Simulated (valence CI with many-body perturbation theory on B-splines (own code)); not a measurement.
# Ni²²⁺: calculated level list

Calculated by valence CI with perturbative core correlation (CI+MBPT): four valence electrons over a frozen Dirac-Fock core [He], radial functions for each j: 11 s, 11 p, 10 d, 8 f, 5 g, 2 h, with the one-electron correlation potential Σ1, the two-electron term Σ2, the three-electron term Σ3, Breit, model QED; selected CI, second order for the rest, scaled by the run's own slope (own B-spline code, finite nucleus).

No measured levels were compared; by estimate levels of excited configurations hold to 0.05 to 0.15 % of their energy, terms of the ground configuration to about 0.5 %. Among the levels kept, up to 1100 cm⁻¹ of a level comes from second order outside the variational space, and about a tenth of that is noise between levels of different J, which matters for small intervals.

Levels 91 to 135 of 197, with energies above the lowest level, 2s2 2p2 3P_0. "Leading %" is the weight of the configuration and term that name the level; weights of strongly mixed levels are sums over their largest components and can fall short. Lifetimes count E1, E2, E3, M1 and M2 decay at the calculated energies, and are blank where another channel may lead or the interval is too uncertain; long ones can be off by a factor of two.

| No. | Configuration | Term | J | E (eV) | Leading % | Lifetime | g |
| --- | --- | --- | --- | --- | --- | --- | --- |
| 91 | 2s 2p2 3p | 3F° | 3 | 1268.6 | 89 | 1.10 ps | 1.104 |
| 92 | 2s 2p2 3d | 5P | 2 | 1268.8 | 71 | 32.1 fs | 1.720 |
| 93 | 2s 2p2 3d | 3F | 3 | 1269.4 | 66 | 67.1 fs | 1.205 |
| 94 | 2s 2p2 3d | 5P | 1 | 1269.8 | 85 | 27.3 fs | 2.364 |
| 95 | 2s 2p2 3p | 1D° | 2 | 1270.6 | 44 | 167 fs | 0.997 |
| 96 | 2s 2p2 3s | 3S | 1 | 1272.9 | 55 | 243 fs | 1.764 |
| 97 | 2s 2p2 3p | 3D° | 2 | 1273.0 | 79 | 541 fs | 1.230 |
| 98 | 2s 2p2 3p | 3F° | 4 | 1273.6 | 91 | 72.4 ps | 1.266 |
| 99 | 2s 2p2 3p | 1F° | 3 | 1273.7 | 85 | 102 fs | 1.043 |
| 100 | 2s 2p2 3p | 3P° | 0 | 1274.0 | 66 | 449 fs |  |
| 101 | 2s 2p2 3d | 3P | 0 | 1274.1 | 90 | 69.8 fs |  |
| 102 | 2s 2p2 3s | 3P | 2 | 1275.0 | 87 | 290 fs | 1.460 |
| 103 | 2s 2p2 3p | 1P° | 1 | 1275.1 | 41 | 185 fs | 0.976 |
| 104 | 2s 2p2 3p | 3D° | 3 | 1275.8 | 93 | 1.02 ps | 1.340 |
| 105 | 2s 2p2 3s | 1P | 1 | 1277.0 | 74 | 146 fs | 1.076 |
| 106 | 2s 2p2 3d | 3F | 4 | 1277.1 | 80 | 67.2 fs | 1.250 |
| 107 | 2s 2p2 3p | 3P° | 1 | 1277.7 | 68 | 331 fs | 1.375 |
| 108 | 2s 2p2 3p | 3P° | 0 | 1278.6 | 94 | 905 fs |  |
| 109 | 2s 2p2 3s | 1S | 0 | 1279.0 | 74 | 412 fs |  |
| 110 | 2s 2p2 3d | 3D | 1 | 1279.6 | 78 | 55.2 fs | 0.670 |
| 111 | 2s 2p2 3d | 3D | 2 | 1279.8 | 70 | 58.6 fs | 1.151 |
| 112 | 2s 2p2 3d | 3D | 3 | 1280.7 | 83 | 46.4 fs | 1.288 |
| 113 | 2s 2p2 3p | 3P° | 2 | 1282.1 | 70 | 262 fs | 1.406 |
| 114 | 2s 2p2 3p | 3D° | 1 | 1282.4 | 47 | 225 fs | 0.859 |
| 115 | 2s 2p2 3p | 3D° | 2 | 1285.4 | 45 | 514 fs | 1.280 |
| 116 | 2s 2p2 3p | 3P° | 1 | 1286.5 | 68 | 311 fs | 1.464 |
| 117 | 2s 2p2 3d | 3G | 3 | 1294.5 | 82 | 2.35 ps | 0.797 |
| 118 | 2s 2p2 3d | 3G | 4 | 1296.9 | 81 | 347 fs | 1.082 |
| 119 | 2s 2p2 3d | 3F | 2 | 1297.8 | 84 | 38.4 fs | 0.725 |
| 120 | 2s 2p2 3p | 1S° | 0 | 1299.1 | 55 | 2.56 ps |  |
| 121 | 2s 2p2 3d | 3F | 3 | 1299.1 | 58 | 44.0 fs | 1.074 |
| 122 | 2s 2p2 3d | 3D | 1 | 1299.9 | 91 | 32.7 fs | 0.552 |
| 123 | 2s 2p2 3d | 3G | 5 | 1300.6 | 93 | 176 ps | 1.212 |
| 124 | 2s 2p2 3d | 3D | 2 | 1301.3 | 86 | 33.2 fs | 1.188 |
| 125 | 2s 2p2 3d | 3F | 4 | 1301.4 | 74 | 45.3 fs | 1.211 |
| 126 | 2s 2p2 3p | 1P° | 1 | 1302.3 | 36 | 186 fs | 0.982 |
| 127 | 2s 2p2 3d | 3D | 3 | 1303.0 | 67 | 34.1 fs | 1.268 |
| 128 | 2s 2p2 3p | 3S° | 1 | 1303.6 | 51 | 174 fs | 1.737 |
| 129 | 2s 2p2 3p | 3D° | 3 | 1303.9 | 87 | 343 fs | 1.312 |
| 130 | 2s 2p2 3p | 3D° | 2 | 1303.9 | 47 | 998 fs | 1.277 |
| 131 | 2s 2p2 3d | 3P | 0 | 1304.7 | 96 | 38.8 fs |  |
| 132 | 2s 2p2 3p | 3P° | 2 | 1304.8 | 83 | 366 fs | 1.489 |
| 133 | 2s 2p2 3d | 3P | 1 | 1304.9 | 55 | 49.5 fs | 1.488 |
| 134 | 2s 2p2 3p | 3P° | 0 | 1305.3 | 89 | 1.68 ps |  |
| 135 | 2s 2p2 3d | 3P | 2 | 1306.2 | 53 | 38.6 fs | 1.277 |

Names give the largest LS component (configuration and term), which can be under half, so a name can repeat, a term be missing and a line seem to break the LS rules; names also repeat where a configuration has a term twice.
